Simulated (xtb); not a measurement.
xtb job for Al(Cl)2(SMe) (CH3AlCl2S), SMILES C[S][Al]([Cl])[Cl], GFN2-xTB. 

```
$ xtb mol.xyz --gfn 2 --sp --chrg 0 --uhf 0 --json
$ cat mol.xyz
8

Al     0.10825164     0.02554585     0.42008012
Cl     0.09094623    -0.84923769     2.24549423
Cl     0.93116891     1.84950561     0.05540802
S     -0.82897330    -1.10869555    -1.22119278
C     -0.62413342    -0.02110507    -2.68692729
H     -0.13034848     0.90587751    -2.41010413
H     -1.61233126     0.18316648    -3.08612110
H     -0.03217536    -0.55993580    -3.41950649
```

Program output:

```
[banner left out]
          |                Calculation Setup                |
           -------------------------------------------------



           -------------------------------------------------
          |                 G F N 2 - x T B                 |
           -------------------------------------------------

        Reference                      10.1021/acs.jctc.8b01176
      * Hamiltonian:
        H0-scaling (s, p, d)           1.850000    2.230000    2.230000
        zeta-weighting                 0.500000
      * Dispersion:
        s8                             2.700000
        a1                             0.520000
        a2                             5.000000
        s9                             5.000000
      * Repulsion:
        kExp                           1.500000    1.000000
        rExp                           1.000000
      * Coulomb:
        alpha                          2.000000
        third order                    shell-resolved
        anisotropic                    true
        a3                             3.000000
        a5                             4.000000
        cn-shift                       1.200000
        cn-exp                         4.000000
        max-rad                        5.000000


          ...................................................
          :                      SETUP                      :
          :.................................................:
          :  # basis functions                  47          :
          :  # atomic orbitals                  43          :
          :  # shells                           17          :
          :  # electrons                        30          :
          :  max. iterations                   250          :
          :  Hamiltonian                  GFN2-xTB          :
          :  restarted?                      false          :
          :  GBSA solvation                  false          :
          :  PC potential                    false          :
          :  electronic temp.          300.0000000     K    :
          :  accuracy                    1.0000000          :
          :  -> integral cutoff          0.2500000E+02      :
          :  -> integral neglect         0.1000000E-07      :
          :  -> SCF convergence          0.1000000E-05 Eh   :
          :  -> wf. convergence          0.1000000E-03 e    :
          :  Broyden damping             0.4000000          :
          :  net charge                          0          :
          :  unpaired electrons                  0          :
          ...................................................

 iter      E             dE          RMSdq      gap      omega  full diag
   1    -17.2760378 -0.172760E+02  0.123E+01    4.38       0.0  T
   2    -17.3344523 -0.584145E-01  0.640E+00    3.54       1.0  T
   3    -17.3414665 -0.701417E-02  0.198E+00    3.42       1.0  T
   4    -17.3438177 -0.235121E-02  0.865E-01    3.29       1.0  T
   5    -17.3439074 -0.896933E-04  0.543E-01    3.37       1.0  T
   6    -17.3441042 -0.196776E-03  0.218E-01    3.30       1.0  T
   7    -17.3441613 -0.571072E-04  0.116E-01    3.32       1.0  T
   8    -17.3441801 -0.188308E-04  0.705E-02    3.32       1.0  T
   9    -17.3441845 -0.437964E-05  0.536E-02    3.32       1.0  T
  10    -17.3441912 -0.665920E-05  0.253E-02    3.32       1.4  T
  11    -17.3441912 -0.516986E-07  0.331E-02    3.32       1.1  T
  12    -17.3441919 -0.684986E-06  0.543E-03    3.32       6.5  T
  13    -17.3441919 -0.244391E-07  0.247E-03    3.32      14.3  T
  14    -17.3441919  0.168821E-08  0.145E-03    3.32      24.4  T
  15    -17.3441919 -0.163540E-08  0.125E-03    3.32      28.4  T
  16    -17.3441919 -0.586668E-08  0.670E-04    3.32      52.7  T
  17    -17.3441919 -0.126845E-08  0.303E-04    3.32     116.6  T

   *** convergence criteria satisfied after 17 iterations ***

         #    Occupation            Energy/Eh            Energy/eV
      -------------------------------------------------------------
         1        2.0000           -1.0644384             -28.9648
       ...           ...                  ...                  ...
         9        2.0000           -0.4638142             -12.6210
        10        2.0000           -0.4636676             -12.6170
        11        2.0000           -0.4579810             -12.4623
        12        2.0000           -0.4560129             -12.4087
        13        2.0000           -0.4474997             -12.1771
        14        2.0000           -0.4106234             -11.1736
        15        2.0000           -0.3880380             -10.5591 (HOMO)
        16                         -0.2660791              -7.2404 (LUMO)
        17                         -0.2082988              -5.6681
        18                         -0.1784782              -4.8566
        19                         -0.0857107              -2.3323
        20                         -0.0763838              -2.0785
       ...                                ...                  ...
        43                          1.3040309              35.4845
      -------------------------------------------------------------
                  HL-Gap            0.1219589 Eh            3.3187 eV
             Fermi-level           -0.3270586 Eh           -8.8997 eV

 SCC (total)                   0 d,  0 h,  0 min,  0.012 sec
 SCC setup                      ...        0 min,  0.000 sec (  0.892%)
 Dispersion                     ...        0 min,  0.000 sec (  0.299%)
 classical contributions        ...        0 min,  0.000 sec (  0.134%)
 integral evaluation            ...        0 min,  0.002 sec ( 14.824%)
 iterations                     ...        0 min,  0.007 sec ( 56.811%)
 molecular gradient             ...        0 min,  0.003 sec ( 26.010%)
 printout                       ...        0 min,  0.000 sec (  0.919%)

         :::::::::::::::::::::::::::::::::::::::::::::::::::::
         ::                     SUMMARY                     ::
         :::::::::::::::::::::::::::::::::::::::::::::::::::::
         :: total energy             -17.251656608236 Eh    ::
         :: gradient norm              0.000233379997 Eh/a0 ::
         :: HOMO-LUMO gap              3.318669570577 eV    ::
         ::.................................................::
         :: SCC energy               -17.344185404924 Eh    ::
         :: -> isotropic ES            0.040597181178 Eh    ::
         :: -> anisotropic ES          0.000458536890 Eh    ::
         :: -> anisotropic XC          0.001301755659 Eh    ::
         :: -> dispersion             -0.006411321158 Eh    ::
         :: repulsion energy           0.092528796688 Eh    ::
         :: add. restraining           0.000000000000 Eh    ::
         :: total charge               0.000000000000 e     ::
         :::::::::::::::::::::::::::::::::::::::::::::::::::::

           -------------------------------------------------
          |                Property Printout                |
           -------------------------------------------------

    * Orbital Energies and Occupations

         #    Occupation            Energy/Eh            Energy/eV
      -------------------------------------------------------------
         1        2.0000           -1.0644384             -28.9648
       ...           ...                  ...                  ...
         3        2.0000           -0.7145898             -19.4450
         4        2.0000           -0.6125727             -16.6690
         5        2.0000           -0.5331527             -14.5078
         6        2.0000           -0.5089126             -13.8482
         7        2.0000           -0.5067022             -13.7881
         8        2.0000           -0.4817546             -13.1092
         9        2.0000           -0.4638142             -12.6210
        10        2.0000           -0.4636676             -12.6170
        11        2.0000           -0.4579810             -12.4623
        12        2.0000           -0.4560129             -12.4087
        13        2.0000           -0.4474997             -12.1771
        14        2.0000           -0.4106234             -11.1736
        15        2.0000           -0.3880380             -10.5591 (HOMO)
        16                         -0.2660791              -7.2404 (LUMO)
        17                         -0.2082988              -5.6681
        18                         -0.1784782              -4.8566
        19                         -0.0857107              -2.3323
        20                         -0.0763838              -2.0785
        21                         -0.0646980              -1.7605
        22                         -0.0518479              -1.4109
        23                         -0.0139413              -0.3794
        24                          0.0034438               0.0937
        25                          0.0036559               0.0995
        26                          0.0053098               0.1445
       ...                                ...                  ...
        43                          1.3040309              35.4845
      -------------------------------------------------------------
                  HL-Gap            0.1219589 Eh            3.3187 eV
             Fermi-level           -0.3270586 Eh           -8.8997 eV

     #   Z          covCN         q      C6AA      α(0)
     1  13 Al       2.379     0.368   101.281    21.101
     2  17 Cl       0.769    -0.141   103.393    15.554
     3  17 Cl       0.769    -0.162   104.053    15.604
     4  16 S        1.807    -0.218   150.333    20.637
     5   6 C        3.744    -0.058    21.699     6.645
     6   1 H        0.925     0.073     2.052     2.240
     7   1 H        0.925     0.069     2.092     2.262
     8   1 H        0.925     0.069     2.096     2.264

 Mol. C6AA /au·bohr⁶  :       2626.302999
 Mol. C8AA /au·bohr⁸  :     124195.680644
 Mol. α(0) /au        :         86.308058


Wiberg/Mayer (AO) data.
largest (>0.10) Wiberg bond orders for each atom

 ---------------------------------------------------------------------------
     #   Z sym  total        # sym  WBO       # sym  WBO       # sym  WBO
 ---------------------------------------------------------------------------
     1  13 Al   3.893 --     2 Cl   1.336     3 Cl   1.292     4 S    1.186
     2  17 Cl   1.476 --     1 Al   1.336
     3  17 Cl   1.446 --     1 Al   1.292
     4  16 S    2.334 --     1 Al   1.186     5 C    0.969
     5   6 C    3.972 --     8 H    0.984     7 H    0.984     4 S    0.969
                             6 H    0.967
     6   1 H    0.995 --     5 C    0.967
     7   1 H    0.995 --     5 C    0.984
     8   1 H    0.995 --     5 C    0.984
 ---------------------------------------------------------------------------

Topologies differ in total number of bonds
Writing topology from bond orders to xtbtopo.mol

molecular dipole:
                 x           y           z       tot (Debye)
 q only:       -0.058       0.213      -0.708
   full:        0.194       0.589      -0.429       1.915
molecular quadrupole (traceless):
                xx          xy          yy          xz          yz          zz
 q only:        0.154      -2.657      -3.658       0.197      -0.578       3.505
  q+dip:       -0.212      -2.944      -3.907      -0.157      -1.641       4.119
   full:        0.691      -3.938      -4.529      -0.461      -1.449       3.838


           -------------------------------------------------
          | TOTAL ENERGY              -17.251656608236 Eh   |
          | GRADIENT NORM               0.000233379997 Eh/α |
          | HOMO-LUMO GAP               3.318669570577 eV   |
           -------------------------------------------------

------------------------------------------------------------------------
Note: The following floating-point exceptions are signalling: IEEE_UNDERFLOW_FLAG IEEE_DENORMAL
normal termination of xtb
------------------------------------------------------------------------
 total:
 SCF:
```

Self-consistency was reached.
